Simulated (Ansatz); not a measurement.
C3H9NSi can be A, `C=C([SiH3])NC`, or B, `C[Si]N(C)C`.

Calculated with Ansatz (gas phase, PBE0-D4/def2-TZVP geometries, no zero-point term in ΔE). CCSD(T)/CBS adds triple-zeta CCSD(T) − MP2 to the extrapolated MP2 energy (def2 sets, frozen cores). DFT in def2-TZVPP. B3LYP here is the variant with VWN-RPA as its local correlation; programs differ in this. Each species was taken in one conformer, which may not be the lowest.

A:

Z-matrix (Å, degrees):
```
Si
C 1 1.878
H 1 1.489 2 111.6
H 1 1.489 2 111.3 3 119.8
H 1 1.483 2 107.7 3 -119.8
N 2 1.381 1 119.3 3 -67.4
C 2 1.343 1 117.5 3 116.0
C 6 1.441 2 121.1 1 30.7
H 6 1.010 2 113.9 1 172.6
H 7 1.088 2 121.8 1 -179.9
H 7 1.081 2 121.1 1 1.7
H 8 1.099 6 113.9 2 67.6
H 8 1.093 6 110.0 2 -53.7
H 8 1.091 6 109.3 2 -170.9
```

B:

```xyz
14

C    -1.386    1.099   -1.499
Si   -0.243   -0.427   -1.555
N     0.368   -0.458    0.051
C     0.099    0.427    1.161
C     1.299   -1.507    0.413
H    -2.191    0.986   -0.765
H    -0.839    2.018   -1.256
H    -1.849    1.240   -2.479
H    -0.601    1.210    0.879
H     1.024    0.901    1.514
H    -0.326   -0.127    2.007
H     2.259   -1.087    0.740
H     0.905   -2.118    1.235
H     1.480   -2.156   -0.445
```

Problem. Which isomer does CCSD(T)/CBS put lower? Give the gap. (Estimate.)

Solution. Computed: B, by 58.3 kJ/mol.

Problem. Give E(B) − E(A) in kJ/mol with B3LYP-D4, CCSD(T)/def2-TZVPP, B3LYP, B2PLYP, PBE0-D4, r2SCAN-D4, MP2/def2-TZVPP. (Best estimate.)

Solution. Ansatz gave: B3LYP-D4 -52.0, CCSD(T)/def2-TZVPP -60.1, B3LYP -50.3, B2PLYP -53.5, PBE0-D4 -54.5, r2SCAN-D4 -46.7, MP2/def2-TZVPP -58.6. None reverses the order clearly.

Largest T1 diagnostic: 0.014.

In def2-TZVPP, CCSD(T) changes the Hartree–Fock value by −24.3 kJ/mol (the triples alone add +0.3 kJ/mol) and MP2 by −22.8 kJ/mol.
